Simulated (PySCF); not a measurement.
C$_{4}$H$_{12}$AlNO, singlet, geometry from GFN2-xTB (such geometries of metal compounds can be far from the true shape); CASSCF(6,5)/STO-3G in PySCF.

The PySCF input:
```python
from pyscf import gto, scf, mcscf
import numpy

mol = gto.Mole()
mol.atom = '''
    Al   -0.148549    0.167579    0.441940
    C    -0.689138   -1.307463    1.696224
    C    -1.468274   -0.821060    2.919857
    H     0.201344   -1.853750    2.029714
    H    -1.290857   -2.047233    1.154667
    H    -2.385423   -0.318386    2.619665
    H    -0.876630   -0.115324    3.499416
    H    -1.736015   -1.654341    3.571753
    O     0.662072   -0.290545   -0.921568
    C     1.306528   -0.533516   -2.131979
    C     1.064217    0.593251   -3.129616
    H     2.383757   -0.636980   -1.947172
    H     0.937373   -1.479866   -2.548494
    H     1.442431    1.529399   -2.725991
    H     1.566805    0.377516   -4.069146
    H    -0.003022    0.700481   -3.309528
    N    -0.516416    1.880480    0.779122
    H    -1.010948    2.234223    1.584375
    H    -0.259335    2.659464    0.187293
'''
mol.basis = 'sto-3g'
mol.charge = 0
mol.spin = 0
mol.verbose = 4
mol.build()

mf = scf.RHF(mol)
mf.kernel()
mc = mcscf.CASSCF(mf, 5, 6)
mc.fix_spin_(ss=0.0)
mc.kernel()
occ = numpy.linalg.eigvalsh(mc.fcisolver.make_rdm1(mc.ci, mc.ncas, mc.nelecas))[::-1]
ss = mc.fcisolver.spin_square(mc.ci, mc.ncas, mc.nelecas)[0]
print('natural occupations', occ.round(4), ' <S^2>', round(ss, 4))
```

Problem. Write the output that PySCF gives for this input, abridged.

Solution. 
```
PySCF version 2.14.0

[INPUT] verbose = 4
[INPUT] num. atoms = 19
[INPUT] num. electrons = 64
[INPUT] charge = 0
[INPUT] spin (= nelec alpha-beta = 2S) = 0
[INPUT] symmetry False subgroup None
[INPUT] Mole.unit = angstrom
[INPUT] Symbol           X                Y                Z      unit          X                Y                Z       unit  Magmom
[...]
nuclear repulsion = 362.033400480002
number of shells = 35
number of NR pGTOs = 153
number of NR cGTOs = 51
basis = sto-3g
ecp = {}

******** <class 'pyscf.scf.hf.RHF'> ********
method = RHF
initial guess = minao
damping factor = 0
level_shift factor = 0
DIIS = <class 'pyscf.scf.diis.CDIIS'>
diis_start_cycle = 1
diis_space = 8
diis_damp = 0
SCF conv_tol = 1e-09
SCF conv_tol_grad = None
SCF max_cycles = 50
direct_scf = True
direct_scf_tol = 1e-13
Set gradient conv threshold to 3.16228e-05
Initial guess from minao.
init E= -523.911969962189
[...]
cycle= 1 E= -523.151412478346  delta_E= 0.761  |g|= 0.619  |ddm|= 5.05
[...]
cycle= 2 E= -523.284841986637  delta_E= -0.133  |g|= 0.167  |ddm|= 1.09
[...]
cycle= 3 E= -523.294337349661  delta_E= -0.0095  |g|= 0.0328  |ddm|= 0.256
[...]
cycle= 4 E= -523.29490189997  delta_E= -0.000565  |g|= 0.00517  |ddm|= 0.0748
[...]
cycle= 5 E= -523.294915225383  delta_E= -1.33e-05  |g|= 0.00127  |ddm|= 0.0113
[...]
cycle= 6 E= -523.294916146981  delta_E= -9.22e-07  |g|= 0.000272  |ddm|= 0.00277
[...]
cycle= 7 E= -523.294916197432  delta_E= -5.05e-08  |g|= 4.08e-05  |ddm|= 0.000761
[...]
cycle= 8 E= -523.294916198687  delta_E= -1.26e-09  |g|= 7.76e-06  |ddm|= 0.000121
[...]
cycle= 9 E= -523.294916198737  delta_E= -5e-11  |g|= 1.91e-06  |ddm|= 2.49e-05
[...]
Extra cycle  E= -523.294916198741  delta_E= -4.09e-12  |g|= 7.51e-07  |ddm|= 4.64e-06
converged SCF energy = -523.294916198741

******** <class 'pyscf.mcscf.mc1step.CASSCF'> ********
CAS (3e+3e, 5o), ncore = 29, nvir = 17
max_cycle_macro = 50
max_cycle_micro = 4
conv_tol = 1e-07
conv_tol_grad = None
orbital rotation max_stepsize = 0.02
orbital rotation threshold for CI restart = 0.01
augmented hessian ah_max_cycle = 30
augmented hessian ah_conv_tol = 1e-12
augmented hessian ah_linear dependence = 1e-14
augmented hessian ah_level shift = 1e-08
augmented hessian ah_start_tol = 2.5
augmented hessian ah_start_cycle = 3
augmented hessian ah_grad_trust_region = 3
kf_trust_region = 3
kf_interval = 4
ci_response_space = 4
ci_grad_trust_region = 3
with_dep4 0
natorb = False
canonicalization = True
sorting_mo_energy = False
ao2mo_level = 2
internal_rotation = False
******** <class 'pyscf.fci.addons.SpinPenaltyFCISolver'> ********
max. cycles = 50
conv_tol = 1e-08
davidson only = True
linear dependence = 1e-12
level shift = 0.001
max iter space = 12
nroots = 1
pspace_size = 400
spin = None
CASCI E = -523.297985003092  S^2 = 0.0000000
Set conv_tol_grad to 0.000316228
macro iter   1 ( 21 JK    4 micro), CASSCF E = -523.300462652172  dE = -2.47764908e-03  S^2 = 0.0000000
               |grad[o]|=0.00678  |grad[c]|=0.0128  |ddm|=0.0574  |maxRot[o]|=0.287
macro iter   2 ( 21 JK    4 micro), CASSCF E = -523.304991369944  dE = -4.52871777e-03  S^2 = 0.0000000
               |grad[o]|=0.00842  |grad[c]|=0.0114  |ddm|=0.0101  |maxRot[o]|=0.175
macro iter   3 ( 21 JK    4 micro), CASSCF E = -523.309439249839  dE = -4.44787989e-03  S^2 = 0.0000000
               |grad[o]|=0.0113  |grad[c]|=0.00768  |ddm|=0.00842  |maxRot[o]|=0.159
macro iter   4 ( 12 JK    3 micro), CASSCF E = -523.310651935880  dE = -1.21268604e-03  S^2 = 0.0000000
               |grad[o]|=0.00889  |grad[c]|=0.0269  |ddm|=0.014  |maxRot[o]|=0.0797
macro iter   5 ( 17 JK    4 micro), CASSCF E = -523.310982403029  dE = -3.30467149e-04  S^2 = 0.0000000
               |grad[o]|=0.00673  |grad[c]|=0.0138  |ddm|=0.00492  |maxRot[o]|=0.113
macro iter   6 ( 17 JK    4 micro), CASSCF E = -523.311110608958  dE = -1.28205928e-04  S^2 = 0.0000000
               |grad[o]|=0.0059  |grad[c]|=0.00628  |ddm|=0.00674  |maxRot[o]|=0.108
[...]
macro iter  32 (  7 JK    2 micro), CASSCF E = -523.325159657155  dE = -7.01122184e-05  S^2 = 0.0000000
               |grad[o]|=0.0018  |grad[c]|=0.0065  |ddm|=0.00132  |maxRot[o]|=0.0662
macro iter  33 (  7 JK    2 micro), CASSCF E = -523.325210891889  dE = -5.12347340e-05  S^2 = 0.0000000
               |grad[o]|=0.00221  |grad[c]|=0.0111  |ddm|=0.000936  |maxRot[o]|=0.0698
macro iter  34 (  7 JK    2 micro), CASSCF E = -523.325288081500  dE = -7.71896115e-05  S^2 = 0.0000000
               |grad[o]|=0.00233  |grad[c]|=0.00212  |ddm|=0.00098  |maxRot[o]|=0.0698
macro iter  35 (  7 JK    2 micro), CASSCF E = -523.325393311469  dE = -1.05229968e-04  S^2 = 0.0000000
               |grad[o]|=0.00224  |grad[c]|=0.00793  |ddm|=0.00105  |maxRot[o]|=0.0698
macro iter  36 (  7 JK    2 micro), CASSCF E = -523.325530257166  dE = -1.36945697e-04  S^2 = 0.0000000
               |grad[o]|=0.00242  |grad[c]|=0.00983  |ddm|=0.00117  |maxRot[o]|=0.0698
macro iter  37 (  7 JK    2 micro), CASSCF E = -523.325694732234  dE = -1.64475068e-04  S^2 = 0.0000000
               |grad[o]|=0.00265  |grad[c]|=0.0127  |ddm|=0.00114  |maxRot[o]|=0.0698
macro iter  38 (  7 JK    2 micro), CASSCF E = -523.325878599510  dE = -1.83867277e-04  S^2 = 0.0000000
               |grad[o]|=0.00285  |grad[c]|=0.0136  |ddm|=0.000959  |maxRot[o]|=0.0698
macro iter  39 (  7 JK    2 micro), CASSCF E = -523.326067504272  dE = -1.88904762e-04  S^2 = 0.0000000
               |grad[o]|=0.00293  |grad[c]|=0.0147  |ddm|=0.00108  |maxRot[o]|=0.0697
macro iter  40 (  7 JK    2 micro), CASSCF E = -523.326244948377  dE = -1.77444105e-04  S^2 = 0.0000000
               |grad[o]|=0.00282  |grad[c]|=0.0151  |ddm|=0.00186  |maxRot[o]|=0.0697
macro iter  41 (  7 JK    2 micro), CASSCF E = -523.326388857571  dE = -1.43909194e-04  S^2 = 0.0000000
               |grad[o]|=0.00246  |grad[c]|=0.0161  |ddm|=0.00283  |maxRot[o]|=0.069
macro iter  42 (  7 JK    2 micro), CASSCF E = -523.326474264592  dE = -8.54070211e-05  S^2 = 0.0000000
               |grad[o]|=0.00186  |grad[c]|=0.0142  |ddm|=0.00252  |maxRot[o]|=0.0697
macro iter  43 (  7 JK    2 micro), CASSCF E = -523.326513485505  dE = -3.92209128e-05  S^2 = 0.0000000
               |grad[o]|=0.00116  |grad[c]|=0.0131  |ddm|=0.00164  |maxRot[o]|=0.0698
macro iter  44 (  5 JK    2 micro), CASSCF E = -523.326520960422  dE = -7.47491708e-06  S^2 = 0.0000000
               |grad[o]|=0.000633  |grad[c]|=0.00248  |ddm|=0.000529  |maxRot[o]|= 0.03
macro iter  45 (  7 JK    2 micro), CASSCF E = -523.326524030267  dE = -3.06984577e-06  S^2 = 0.0000000
               |grad[o]|=0.000354  |grad[c]|=0.00233  |ddm|=0.00039  |maxRot[o]|=0.0295
macro iter  46 ( 10 JK    2 micro), CASSCF E = -523.326522097147  dE =  1.93312064e-06  S^2 = 0.0000000
               |grad[o]|=0.000311  |grad[c]|=0.00106  |ddm|=0.000132  |maxRot[o]|=0.0129
macro iter  47 ( 16 JK    4 micro), CASSCF E = -523.326513087569  dE =  9.00957752e-06  S^2 = 0.0000000
               |grad[o]|=0.000533  |grad[c]|=0.00506  |ddm|=0.000673  |maxRot[o]|=0.027
macro iter  48 ( 18 JK    3 micro), CASSCF E = -523.326517478336  dE = -4.39076632e-06  S^2 = 0.0000000
               |grad[o]|=0.000178  |grad[c]|=0.000612  |ddm|=8.53e-05  |maxRot[o]|=0.0108
macro iter  49 (  7 JK    2 micro), CASSCF E = -523.326523010561  dE = -5.53222537e-06  S^2 = 0.0000000
               |grad[o]|=0.000124  |grad[c]|=0.00218  |ddm|=0.000332  |maxRot[o]|=0.021
macro iter  50 (  6 JK    1 micro), CASSCF E = -523.326524430671  dE = -1.42010981e-06  S^2 = 0.0000000
               |grad[o]|=7.06e-05  |grad[c]|=0.00134  |ddm|=0.000197  |maxRot[o]|=0.0144
1-step CASSCF not converged,  50 macro (690 JK 154 micro) steps
CASSCF canonicalization
Density matrix diagonal elements [1.99074282 1.97584343 1.99015533 0.01854399 0.02471444]
CASSCF energy = -523.326524430671
CASCI E = -523.326524430671  E(CI) = -9.55683322618984  S^2 = 0.0000000
natural occupations [1.999  1.9826 1.9758 0.0246 0.018 ]  <S^2> 0.0
```

The run did not converge; its last values are not results.
